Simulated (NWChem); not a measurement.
Everything below was run with NWChem. System: MgO, charge 0, spin multiplicity 1, displaced from the optimised geometry. The structure started from a generated list of species.

Job file:

```
start mol
memory heap 200 mb stack 900 mb global 1100 mb
geometry units angstroms nocenter noautoz noautosym
  Mg     0.000000     0.000000     0.699045
  O      0.000000     0.000000    -2.796180
end
basis spherical
  * library cc-pvdz
end
dft
  xc xpbe96 cpbe96
  semidirect memsize 60000000 filesize 0
  iterations 100
end
task dft energy
```

The output up to the point where the run's verdict is printed (cleaned and shortened):

```
             Northwest Computational Chemistry Package (NWChem) 7.3.0
             --------------------------------------------------------

                                NWChem Input Module
                                -------------------

 Scaling coordinates for geometry "geometry" by  1.889725989
 (inverse scale =  0.529177249)

                             Geometry "geometry" -> ""
                             -------------------------

 Output coordinates in angstroms (scale by  1.889725989 to convert to a.u.)

  No.       Tag          Charge          X              Y              Z
 ---- ---------------- ---------- -------------- -------------- --------------
    1 Mg                  12.0000     0.00000000     0.00000000     0.69904500
    2 O                    8.0000     0.00000000     0.00000000    -2.79618000

 Effective nuclear repulsion energy (a.u.)      14.5344050537

            Nuclear Dipole moment (a.u.)
            ----------------------------
        X                 Y               Z
 ---------------- ---------------- ----------------
     0.0000000000     0.0000000000   -26.4200700737


 Summary of "ao basis" -> "" (spherical)
 ------------------------------------------------------------------------------
       Tag                 Description            Shells   Functions and Types
 ---------------- ------------------------------  ------  ---------------------
 *                          cc-pvdz                   on all atoms

  pbe96 is a nonlocal functional; adding pw91lda local functional.

                                 NWChem DFT Module
                                 -----------------

 Summary of "ao basis" -> "ao basis" (spherical)
 ------------------------------------------------------------------------------
       Tag                 Description            Shells   Functions and Types
 ---------------- ------------------------------  ------  ---------------------
 Mg                         cc-pvdz                  8       18   4s3p1d
 O                          cc-pvdz                  6       14   3s2p1d

 Summary of "ao basis" -> "ao basis" (spherical)
[...]
 d= 0,ls=0.5,diis    52   -273.8652039655  2.45D-02  1.73D-03  4.40D+00     2.0
 d= 0,ls=0.5,diis    53   -273.8517854159  1.34D-02  1.27D-03  4.40D+00     2.0
 d= 0,ls=0.5,diis    54   -273.8549417602 -3.16D-03  1.12D-03  4.30D+00     2.1
 d= 0,ls=0.5,diis    55   -273.8539132346  1.03D-03  1.13D-03  4.27D+00     2.1
 d= 0,ls=0.5,diis    56   -273.8742294837 -2.03D-02  1.60D-03  4.07D+00     2.1
 d= 0,ls=0.5,diis    57   -273.8924848309 -1.83D-02  5.95D-03  3.99D+00     2.2
 d= 0,ls=0.5,diis    58   -274.0178632740 -1.25D-01  1.75D-02  3.36D+00     2.2
 d= 0,ls=0.5,diis    59   -274.4824059436 -4.65D-01  2.61D-02  1.29D+00     2.2
 d= 0,ls=0.5,diis    60   -274.8262353660 -3.44D-01  1.43D-02  1.74D-01     2.3
 d= 0,ls=0.5,diis    61   -274.7970008615  2.92D-02  1.14D-02  5.86D-01     2.3
 d= 0,ls=0.5,diis    62   -274.6368536026  1.60D-01  5.46D-03  1.61D+00     2.3
 d= 0,ls=0.5,diis    63   -274.5391856750  9.77D-02  3.14D-03  2.10D+00     2.4
 d= 0,ls=0.5,diis    64   -274.5827739583 -4.36D-02  2.94D-03  1.66D+00     2.4
 d= 0,ls=0.5,diis    65   -274.6361750741 -5.34D-02  2.72D-03  1.26D+00     2.4
 d= 0,ls=0.5,diis    66   -274.6827647762 -4.66D-02  2.70D-03  9.42D-01     2.5
 d= 0,ls=0.5,diis    67   -274.7252664026 -4.25D-02  2.94D-03  6.80D-01     2.5
 d= 0,ls=0.5,diis    68   -274.7654927446 -4.02D-02  2.22D-03  4.54D-01     2.5
 d= 0,ls=0.5,diis    69   -274.7897675222 -2.43D-02  2.40D-03  3.32D-01     2.5
 d= 0,ls=0.5,diis    70   -274.8128120764 -2.30D-02  1.93D-03  2.22D-01     2.6
 d= 0,ls=0.5,diis    71   -274.8277065619 -1.49D-02  1.21D-03  1.59D-01     2.6
 d= 0,ls=0.5,diis    72   -274.8342947350 -6.59D-03  9.65D-04  1.39D-01     2.6
 d= 0,ls=0.5,diis    73   -274.8393908832 -5.10D-03  9.48D-04  1.20D-01     2.7
 d= 0,ls=0.5,diis    74   -274.8444929224 -5.10D-03  8.51D-04  9.77D-02     2.7
 d= 0,ls=0.5,diis    75   -274.8487054432 -4.21D-03  7.25D-04  7.95D-02     2.7
 d= 0,ls=0.5,diis    76   -274.8518690274 -3.16D-03  4.72D-04  6.66D-02     2.8
 d= 0,ls=0.5,diis    77   -274.8533068407 -1.44D-03  3.97D-04  6.20D-02     2.8
 d= 0,ls=0.5,diis    78   -274.8545463817 -1.24D-03  5.63D-04  5.73D-02     2.8
 d= 0,ls=0.5,diis    79   -274.8567314801 -2.19D-03  6.42D-04  4.74D-02     2.9
 d= 0,ls=0.5,diis    80   -274.8590657047 -2.33D-03  6.29D-04  3.66D-02     2.9
 d= 0,ls=0.5,diis    81   -274.8609707063 -1.91D-03  3.61D-04  2.84D-02     2.9
 d= 0,ls=0.5,diis    82   -274.8618505203 -8.80D-04  2.61D-04  2.55D-02     3.0
 d= 0,ls=0.5,diis    83   -274.8624073392 -5.57D-04  2.24D-04  2.34D-02     3.0
 d= 0,ls=0.5,diis    84   -274.8629164974 -5.09D-04  2.49D-04  2.14D-02     3.0
 d= 0,ls=0.5,diis    85   -274.8634752595 -5.59D-04  2.07D-04  1.92D-02     3.0
 d= 0,ls=0.5,diis    86   -274.8636613801 -1.86D-04  1.65D-04  1.86D-02     3.1
 d= 0,ls=0.5,diis    87   -274.8639382542 -2.77D-04  1.66D-04  1.74D-02     3.1
 d= 0,ls=0.5,diis    88   -274.8642483553 -3.10D-04  3.86D-04  1.60D-02     3.1
 d= 0,ls=0.5,diis    89   -274.8649643163 -7.16D-04  3.24D-04  1.24D-02     3.2
 d= 0,ls=0.5,diis    90   -274.8655454923 -5.81D-04  3.07D-04  9.75D-03     3.2
 d= 0,ls=0.5,diis    91   -274.8660374040 -4.92D-04  2.21D-04  7.75D-03     3.2
 d= 0,ls=0.5,diis    92   -274.8663193878 -2.82D-04  1.37D-04  6.73D-03     3.3
 d= 0,ls=0.5,diis    93   -274.8664761591 -1.57D-04  1.09D-04  6.13D-03     3.3
 d= 0,ls=0.5,diis    94   -274.8665927145 -1.17D-04  6.57D-05  5.69D-03     3.3
 d= 0,ls=0.5,diis    95   -274.8666443397 -5.16D-05  1.14D-04  5.55D-03     3.4
 d= 0,ls=0.5,diis    96   -274.8667008415 -5.65D-05  8.94D-05  5.36D-03     3.4
 d= 0,ls=0.5,diis    97   -274.8667583381 -5.75D-05  6.58D-05  5.14D-03     3.4
 d= 0,ls=0.5,diis    98   -274.8668271776 -6.88D-05  5.09D-05  4.84D-03     3.5
 d= 0,ls=0.5,diis    99   -274.8668794423 -5.23D-05  7.26D-05  4.60D-03     3.5
 d= 0,ls=0.5,diis   100   -274.8669618645 -8.24D-05  8.20D-05  4.21D-03     3.5
```

The run did not converge; its last values are not results. The next line reads: Calculation failed to converge. NWChem stopped with the message: dft energy failed.
